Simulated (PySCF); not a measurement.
Input for PySCF: R-M06-2X/def2-TZVPP on FH4NSi (SMILES N[SiH2]F), a point of a torsion scan.

```python
from pyscf import gto, dft

mol = gto.M(
    atom='''
    N     1.02508124   -0.11351989   -0.23203690
    Si   -0.64381509    0.10855602    0.09646394
    F    -1.35544465   -1.19252310   -0.52191050
    H     1.49454675   -0.92337192    0.14166738
    H     1.63894418    0.68247248   -0.19157793
    H    -1.08633344    1.25612031   -0.67344158
    H    -1.06481800    0.09944480    1.49307576
    ''',
    basis='def2-tzvpp',
    charge=0, spin=0, verbose=4, max_memory=1800)
mf = dft.RKS(mol, xc='m062x').density_fit(auxbasis='def2-universal-jkfit')
mf.grids.level = 4
mf.conv_tol = 1e-9
mf.max_cycle = 150
mf.kernel()
mf.dip_moment()
```

### Question
Give the final energy of this run.

### Answer
-446.5851 hartree.
